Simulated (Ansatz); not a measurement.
Job for Ansatz (a program for electronic structure): R-PBE/def2-TZVPPD on HF (SMILES F). Files ending in .json are basis or fitting sets from the Basis Set Exchange.

Ansatz 0.2 input:
```yaml
crystal:
  periodic: [false, false, false]
  atoms:
    - {symbol: F, position_ang: [-1.03147447, -0.69405524, 3.54408747]}
    - {symbol: H, position_ang: [-0.49638963, -0.90051665, 2.80899108]}
basis:
  gaussian:
    orbitals: def2-TZVPPD.json
hamiltonian:
  xc: {name: PBE}
scf: {lower_state_search: off}
```

Program output:

```
WARN ansatz: RAYON_NUM_THREADS=1 ignored (pool sized by the plan → 1); use --threads N
Functional definition: PBE
these checks for a lower state are left out or cut short: stability, starts, cluster_reference, orbital_swaps, neighbouring_geometries, increment
integrals: 0.00 GiB planned
256 factors; their error is unknown
mean field: 0.08 GiB planned
mean field evaluation 1: about -2730.2623 eV, gradient 3.5e1 eV
mean field evaluation 2: about -2723.9919 eV, gradient 7.6e1 eV
mean field evaluation 4: about -2731.9339 eV, gradient 5.0e-1 eV
mean field evaluation 8: about -2731.9329 eV, gradient 1.2e-1 eV
mean field -2731.93291741 eV, -100.3966829443 hartree, gradient 2.7e-6 eV, S^2 0.000000; 0 other end points of the search recorded, 0 dependent functions left out
reference -2731.93295516 eV, -100.3966843313 hartree; 5, 5 occupied and 52, 52 virtual orbitals, 256 factors
Total energy: -2731.93295516 eV, -100.3966843313 hartree
Checks for a lower state left out: stability, starts, cluster_reference, orbital_swaps, neighbouring_geometries, increment
```

The run converged.

Cost: very roughly 0.17 core-seconds.
